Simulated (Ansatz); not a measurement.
Input file for Ansatz (a first-principles code): R-r2SCAN/def2-TZVPPD on BFH5N (a complex), monomers drawn apart or pushed together. Files ending in .json are basis or fitting sets from the Basis Set Exchange.

Ansatz 0.2 input:
```yaml
crystal:
  periodic: [false, false, false]
  atoms:
    - {symbol: B, position_ang: [0.90642385, -0.12577282, 0.06132810]}
    - {symbol: N, position_ang: [-0.14340758, 0.57942984, 0.66532152]}
    - {symbol: H, position_ang: [0.66259924, -0.82367319, -0.87058744]}
    - {symbol: H, position_ang: [1.99912322, -0.02550304, 0.52060940]}
    - {symbol: H, position_ang: [0.01237531, 1.27651616, 1.37837995]}
    - {symbol: H, position_ang: [-1.06485966, 0.63323826, 0.25705540]}
    - {symbol: F, position_ang: [-0.90232327, -1.25716961, 2.44797328]}
    - {symbol: H, position_ang: [-0.56265691, -0.67935886, 1.79018649]}
basis:
  gaussian:
    orbitals: def2-TZVPPD.json
hamiltonian:
  xc: {name: r2SCAN}
scf: {lower_state_search: off}
```

It printed:

```
WARN ansatz: RAYON_NUM_THREADS=1 ignored (pool sized by the plan → 1); use --threads N
Functional definition: r2SCAN
these checks for a lower state are left out or cut short: stability, starts, cluster_reference, orbital_swaps, neighbouring_geometries, increment
integrals: 0.08 GiB planned
836 factors; their error is unknown
mean field: 0.75 GiB planned
mean field evaluation 1: about -4957.9331 eV, gradient 6.5e1 eV
mean field evaluation 2: about -4946.4820 eV, gradient 9.8e1 eV
mean field evaluation 4: about -4965.3333 eV, gradient 4.3e0 eV
mean field evaluation 8: about -4965.3691 eV, gradient 4.0e-1 eV
mean field evaluation 16: about -4965.3693 eV, gradient 2.6e-6 eV
mean field -4965.36927507 eV, -182.4739552106 hartree, gradient 2.6e-6 eV, S^2 0.000000; 0 other end points of the search recorded, 0 dependent functions left out
reference -4965.36929303 eV, -182.4739558708 hartree; 13, 13 occupied and 186, 186 virtual orbitals, 836 factors
Total energy: -4965.36929303 eV, -182.4739558708 hartree
Checks for a lower state left out: stability, starts, cluster_reference, orbital_swaps, neighbouring_geometries, increment
```

Self-consistency was reached.

Cost: around 4 core-seconds (rough).
